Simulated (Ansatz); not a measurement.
Ansatz (a program for electronic structure) input:

Ansatz 0.2 input:
```yaml
crystal:
  periodic: [false, false, false]
  atoms:
    - {symbol: C, position_ang: [-1.57856871, 0.28212107, 0.32607735]}
    - {symbol: C, position_ang: [-0.67473686, -0.97801989, 0.23132737]}
    - {symbol: C, position_ang: [0.52271106, -0.02299691, 0.31765986]}
    - {symbol: C, position_ang: [-0.36757241, 1.14705315, -0.12026924]}
    - {symbol: N, position_ang: [1.72154696, -0.34219060, -0.56423180]}
    - {symbol: H, position_ang: [-1.87445202, 0.49447578, 1.35107140]}
    - {symbol: H, position_ang: [-2.45723394, 0.30370945, -0.31106716]}
    - {symbol: H, position_ang: [-0.75346054, -1.44477309, -0.75308983]}
    - {symbol: H, position_ang: [-0.75896077, -1.74448380, 0.99753948]}
    - {symbol: H, position_ang: [0.91894751, 0.08644215, 1.32527983]}
    - {symbol: H, position_ang: [-0.20210701, 2.10802881, 0.36013533]}
    - {symbol: H, position_ang: [-0.35935553, 1.28178573, -1.20420319]}
    - {symbol: H, position_ang: [2.18216141, -1.20769606, -0.27026599]}
    - {symbol: H, position_ang: [2.41589853, 0.40938059, -0.53781381]}
    - {symbol: H, position_ang: [1.42673521, -0.46047987, -1.53673557]}
basis:
  gaussian:
    orbitals: cc-pVDZ
total_charge: 1
magnetization: {spin_polarized: false}
correlation: {method: ccsd_t, electrons: outside_noble_gas}
```

### Question
Predict the final energy.

### Answer
-212.32988 Eh (CCSD(T)/cc-pVDZ). The basis has 120 functions.

It need not be the lowest isomer of its formula.
